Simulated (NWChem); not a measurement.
System: CrH2S3O; SMILES [SH][Cr](=[O])(=[S])[SH]

Input file for NWChem:

```
start job
memory heap 200 mb stack 900 mb global 1100 mb
geometry units angstroms noautosym nocenter noautoz
  Cr    -0.058264     0.305189     0.000000
  O      0.094897     1.847083     0.000000
  S     -1.966135    -0.305227     0.000000
  S      0.942435    -0.396072    -1.834550
  H      0.295057    -1.597635    -1.852547
  S      0.942435    -0.396072     1.834550
  H      0.295057    -1.597635     1.852547
end
basis spherical
  * library 6-31g*
end
dft
  xc xpbe96 cpbe96
  iterations 150
end
property
  efieldgrad
end
task dft property
```

Excerpt of the output:

```
             Northwest Computational Chemistry Package (NWChem) 7.3.0
             --------------------------------------------------------

                             Geometry "geometry" -> ""
                             -------------------------

 Output coordinates in angstroms (scale by  1.889725989 to convert to a.u.)

  No.       Tag          Charge          X              Y              Z
 ---- ---------------- ---------- -------------- -------------- --------------
    1 Cr                  24.0000    -0.05826400     0.30518900     0.00000000
    2 O                    8.0000     0.09489700     1.84708300     0.00000000
    3 S                   16.0000    -1.96613500    -0.30522700     0.00000000
    4 S                   16.0000     0.94243500    -0.39607200    -1.83455000
    5 H                    1.0000     0.29505700    -1.59763500    -1.85254700
    6 S                   16.0000     0.94243500    -0.39607200     1.83455000
    7 H                    1.0000     0.29505700    -1.59763500     1.85254700

 Effective nuclear repulsion energy (a.u.)     568.4673754777

  pbe96 is a nonlocal functional; adding pw91lda local functional.
                              NWChem Property Module
                              ----------------------

  itol2e modified to match energy
  convergence criterion.

                                 NWChem DFT Module
                                 -----------------

 Summary of "ao basis" -> "ao basis" (spherical)
 ------------------------------------------------------------------------------
       Tag                 Description            Shells   Functions and Types
 ---------------- ------------------------------  ------  ---------------------
 Cr                          6-31g*                 12       34   5s4p2d1f
 O                           6-31g*                  6       14   3s2p1d
 S                           6-31g*                  8       18   4s3p1d
 H                           6-31g*                  2        2   2s

  itol2e modified to match energy
  convergence criterion.

            General Information
            -------------------
          SCF calculation type: DFT
          Wavefunction type:  closed shell.
          No. of atoms     :     7
          No. of electrons :    82
           Alpha electrons :    41
            Beta electrons :    41
          Charge           :     0
          Spin multiplicity:     1
          Use of symmetry is: off; symmetry adaption is: off
          Maximum number of iterations: 150
          AO basis - number of functions:   106
                     number of shells:    46
          Convergence on energy requested:  1.00D-07
          Convergence on density requested:  1.00D-05
          Convergence on gradient requested:  5.00D-04

              XC Information
              --------------
          PerdewBurkeErnzerhof Exchange Functional  1.000
            Perdew 1991 LDA Correlation Functional  1.000 local
           PerdewBurkeErnz. Correlation Functional  1.000 non-local

             Grid Information
             ----------------
          Grid used for XC integration:  fine
          Radial quadrature: Mura-Knowles
          Angular quadrature: Lebedev.
          Tag              B.-S. Rad. Rad. Pts. Rad. Cut. Ang. Pts.
          ---              ---------- --------- --------- ---------
          Cr                  1.40      140           9.0       974
          O                   0.60       70          10.0       590
          S                   1.00      123          11.0       770
          H                   0.35       60          11.0       590
          Grid pruning is: on
          Number of quadrature shells:   699
          Spatial weights used:  Erf1

      Superposition of Atomic Density Guess
      -------------------------------------

 Sum of atomic energies:       -2311.18991844

      Non-variational initial energy
      ------------------------------

 Total energy =   -2311.553697
 1-e energy   =   -4320.729012
 2-e energy   =    1440.707940
 HOMO         =      -0.304742
 LUMO         =      -0.063238

   convergence    iter        energy       DeltaE   RMS-Dens  Diis-err
 ---------------- ----- ----------------- --------- --------- ---------
 d= 0,ls=0.0,diis     1  -2313.0460816030 -2.88D+03  8.49D-02  1.23D+01
 d= 0,ls=0.0,diis     2  -2290.6578223113  2.24D+01  6.40D-02  1.58D+02
 d= 0,ls=0.0,diis     3  -2301.9830649673 -1.13D+01  3.78D-02  1.13D+02
 d= 0,ls=0.0,diis     4  -2301.6099933605  3.73D-01  3.65D-02  1.07D+02
 d= 0,ls=0.5,diis     5  -2303.1817819544 -1.57D+00  3.97D-03  1.09D+02
 d= 0,ls=0.5,diis     6  -2302.5299399473  6.52D-01  4.08D-03  1.13D+02
 d= 0,ls=0.5,diis     7  -2302.0791752565  4.51D-01  2.86D-03  1.16D+02
 d= 0,ls=0.5,diis     8  -2302.2577388628 -1.79D-01  1.83D-03  1.14D+02
 d= 0,ls=0.5,diis     9  -2302.0068055074  2.51D-01  1.33D-03  1.15D+02
 d= 0,ls=0.5,diis    10  -2301.8168580620  1.90D-01  1.35D-03  1.16D+02
 d= 0,ls=0.5,diis    11  -2301.6570686895  1.60D-01  1.28D-01  1.16D+02
 d= 0,ls=0.5,diis    12  -2295.5744161560  6.08D+00  9.66D-02  1.67D+02
 d= 0,ls=0.5,diis    13  -2309.3930604511 -1.38D+01  4.13D-02  2.99D+01
 d= 0,ls=0.5,diis    14  -2314.1672054294 -4.77D+00  9.14D-03  5.04D+00
  Resetting Diis
 d= 0,ls=0.5,diis    15  -2314.2156475036 -4.84D-02  4.12D-03  6.02D+00
 d= 0,ls=0.5,diis    16  -2313.8402355266  3.75D-01  3.29D-02  1.14D+01
 d= 0,ls=0.5,diis    17  -2311.8396957015  2.00D+00  1.83D-02  2.52D+01
 d= 0,ls=0.5,diis    18  -2313.9703909607 -2.13D+00  6.48D-03  6.45D+00
 d= 0,ls=0.5,diis    19  -2314.4732419130 -5.03D-01  2.09D-03  1.79D+00
 d= 0,ls=0.5,diis    20  -2314.5863322710 -1.13D-01  8.23D-04  5.23D-01
 d= 0,ls=0.5,diis    21  -2314.6121384941 -2.58D-02  4.99D-04  2.52D-01
 d= 0,ls=0.5,diis    22  -2314.6222008853 -1.01D-02  3.11D-04  1.47D-01
 d= 0,ls=0.5,diis    23  -2314.6267810398 -4.58D-03  2.25D-04  9.63D-02
 d= 0,ls=0.5,diis    24  -2314.6297278043 -2.95D-03  1.68D-04  6.17D-02
 d= 0,ls=0.5,diis    25  -2314.6316280912 -1.90D-03  1.40D-04  3.96D-02
 d= 0,ls=0.5,diis    26  -2314.6329051106 -1.28D-03  1.35D-04  2.50D-02
 d= 0,ls=0.5,diis    27  -2314.6338978232 -9.93D-04  1.08D-04  1.35D-02
 d= 0,ls=0.5,diis    28  -2314.6344772643 -5.79D-04  7.52D-05  6.79D-03
 d= 0,ls=0.5,diis    29  -2314.6347539852 -2.77D-04  5.57D-05  3.63D-03
 d= 0,ls=0.5,diis    30  -2314.6349005132 -1.47D-04  4.21D-05  1.98D-03
 d= 0,ls=0.5,diis    31  -2314.6349785490 -7.80D-05  3.24D-05  1.13D-03
 d= 0,ls=0.5,diis    32  -2314.6350234376 -4.49D-05  2.46D-05  6.47D-04
 d= 0,ls=0.5,diis    33  -2314.6350487581 -2.53D-05  1.92D-05  3.74D-04
 d= 0,ls=0.5,diis    34  -2314.6350633692 -1.46D-05  1.45D-05  2.18D-04
 d= 0,ls=0.5,diis    35  -2314.6350714761 -8.11D-06  1.16D-05  1.34D-04
 d= 0,ls=0.5,diis    36  -2314.6350765094 -5.03D-06  9.48D-06  8.15D-05
 d= 0,ls=0.5,diis    37  -2314.6350797009 -3.19D-06  7.42D-06  4.90D-05
 d= 0,ls=0.5,diis    38  -2314.6350815867 -1.89D-06  5.96D-06  3.01D-05
 d= 0,ls=0.5,diis    39  -2314.6350827531 -1.17D-06  4.80D-06  1.85D-05
 d= 0,ls=0.5,diis    40  -2314.6350834786 -7.26D-07  3.86D-06  1.13D-05
 d= 0,ls=0.5,diis    41  -2314.6350839249 -4.46D-07  3.09D-06  6.93D-06
 d= 0,ls=0.5,diis    42  -2314.6350842000 -2.75D-07  2.49D-06  4.27D-06
 d= 0,ls=0.5,diis    43  -2314.6350843711 -1.71D-07  2.03D-06  2.64D-06
 d= 0,ls=0.5,diis    44  -2314.6350844797 -1.09D-07  1.65D-06  1.62D-06
 d= 0,ls=0.5,diis    45  -2314.6350845474 -6.77D-08  1.34D-06  9.97D-07

         Total DFT energy =    -2314.635084589436
      One electron energy =    -4323.079155672221
           Coulomb energy =     1574.029800564449
    Exchange-Corr. energy =     -134.053104959345
 Nuclear repulsion energy =      568.467375477680

 Numeric. integr. density =       81.999999446193

                       DFT Final Molecular Orbital Analysis
                       ------------------------------------

 Vector   39  Occ=2.000000D+00  E=-2.873309D-01
              MO Center=  2.2D-01, -1.3D-01,  6.0D-07, r^2= 5.0D+00
   Bfn.  Coefficient  Atom+Function         Bfn.  Coefficient  Atom+Function
  ----- ------------  ---------------      ----- ------------  ---------------
    75     -0.293898  4 S  pz                95      0.293897  6 S  pz
    55      0.282561  3 S  px                73     -0.195042  4 S  px
    93     -0.195041  6 S  px                37     -0.193602  2 O  px
    11     -0.187156  1 Cr px                18      0.146927  1 Cr d -2
    79     -0.140012  4 S  pz                99      0.140012  6 S  pz

[...]

          -----------------------
          Electric field gradient
          -----------------------

 1 a.u. = 0.324123 10**(16) esu/cm**3  ( or statvolts/cm**2 ) = 0.97174 10**(22) v/m**2

 ------------------------------------------------------------
   Atom      X         Y         Z
 ------------------------------------------------------------
    1 Cr  -0.11010   0.57672   0.00000
 ------------------------------------------------------------

 Electric field gradient in molecular frame (a.u.)
         XX             YY             ZZ             XY             XZ             YZ
 ------------------------------------------------------------------------------------------
        0.185471       0.004064      -0.189535       0.256398       0.000000       0.000000

 Principal components (a.u.) and orientation
 of principal axis w.r.t. absolute frame                      Asymmetry parameter eta
 --------------------------------------------------------------------------------------
        0.366736      -0.189535      -0.177201                       0.033630

        0.816550       0.000002      -0.577275
        0.577275      -0.000003       0.816550
        0.000000       1.000000       0.000004

 ------------------------------------------------------------
   Atom      X         Y         Z
 ------------------------------------------------------------
    2 O    0.17933   3.49048   0.00000
 ------------------------------------------------------------

 Electric field gradient in molecular frame (a.u.)
         XX             YY             ZZ             XY             XZ             YZ
 ------------------------------------------------------------------------------------------
        0.177793       0.184839      -0.362632      -0.282845       0.000000      -0.000000

 Principal components (a.u.) and orientation
 of principal axis w.r.t. absolute frame                      Asymmetry parameter eta
 --------------------------------------------------------------------------------------
        0.464183      -0.362632      -0.101550                       0.562455

       -0.702690      -0.000000       0.711497
        0.711497      -0.000000       0.702690
       -0.000000       1.000000       0.000000

 ------------------------------------------------------------
   Atom      X         Y         Z
 ------------------------------------------------------------
    3 S   -3.71546  -0.57680   0.00000
 ------------------------------------------------------------

 Electric field gradient in molecular frame (a.u.)
         XX             YY             ZZ             XY             XZ             YZ
 ------------------------------------------------------------------------------------------
        0.426014       0.477065      -0.903079      -0.488164       0.000000      -0.000000

 Principal components (a.u.) and orientation
 of principal axis w.r.t. absolute frame                      Asymmetry parameter eta
 --------------------------------------------------------------------------------------
        0.940371      -0.903079      -0.037291                       0.920688

       -0.688397      -0.000000       0.725334
        0.725334       0.000000       0.688397
       -0.000000       1.000000      -0.000000

 ------------------------------------------------------------
   Atom      X         Y         Z
 ------------------------------------------------------------
    4 S    1.78094  -0.74847  -3.46680
 ------------------------------------------------------------

 Electric field gradient in molecular frame (a.u.)
         XX             YY             ZZ             XY             XZ             YZ
 ------------------------------------------------------------------------------------------
        0.483115      -0.989914       0.506799      -0.672057       0.357494      -0.481531

 Principal components (a.u.) and orientation
 of principal axis w.r.t. absolute frame                      Asymmetry parameter eta
 --------------------------------------------------------------------------------------
       -1.310866       1.163021       0.147845                       0.774431

        0.312101       0.685728      -0.657549
        0.931771      -0.356044       0.070957
        0.185459       0.634831       0.750063

 ------------------------------------------------------------
   Atom      X         Y         Z
 ------------------------------------------------------------
    5 H    0.55758  -3.01909  -3.50081
 ------------------------------------------------------------

 Electric field gradient in molecular frame (a.u.)
         XX             YY             ZZ             XY             XZ             YZ
 ------------------------------------------------------------------------------------------
        0.037525      -0.139406       0.101881      -0.131366       0.002357      -0.010060

 Principal components (a.u.) and orientation
 of principal axis w.r.t. absolute frame                      Asymmetry parameter eta
 --------------------------------------------------------------------------------------
       -0.209512       0.112069       0.097442                       0.069815

        0.469180       0.723299      -0.506664
        0.882749      -0.400346       0.245920
        0.024967       0.562638       0.826326

 ------------------------------------------------------------
   Atom      X         Y         Z
 ------------------------------------------------------------
    6 S    1.78094  -0.74847   3.46680
 ------------------------------------------------------------

 Electric field gradient in molecular frame (a.u.)
         XX             YY             ZZ             XY             XZ             YZ
 ------------------------------------------------------------------------------------------
        0.483114      -0.989913       0.506799      -0.672056      -0.357494       0.481531

 Principal components (a.u.) and orientation
 of principal axis w.r.t. absolute frame                      Asymmetry parameter eta
 --------------------------------------------------------------------------------------
       -1.310865       1.163019       0.147845                       0.774431

        0.312101       0.685727       0.657549
        0.931771      -0.356044      -0.070957
       -0.185459      -0.634831       0.750063

 ------------------------------------------------------------
   Atom      X         Y         Z
 ------------------------------------------------------------
    7 H    0.55758  -3.01909   3.50081
 ------------------------------------------------------------

 Electric field gradient in molecular frame (a.u.)
         XX             YY             ZZ             XY             XZ             YZ
 ------------------------------------------------------------------------------------------
        0.037525      -0.139406       0.101881      -0.131366      -0.002357       0.010060

 Principal components (a.u.) and orientation
 of principal axis w.r.t. absolute frame                      Asymmetry parameter eta
 --------------------------------------------------------------------------------------
       -0.209512       0.112069       0.097442                       0.069815

        0.469180       0.723299       0.506665
        0.882749      -0.400346      -0.245920
       -0.024967      -0.562639       0.826326
```

Level: PBE/6-31G* (spherical d). Coordinates come from a PBE-D3(BJ)/def2-SVP optimisation. Not confirmed as a minimum by frequencies. NWChem prints the field gradient with the sign opposite to the second derivative of the potential.
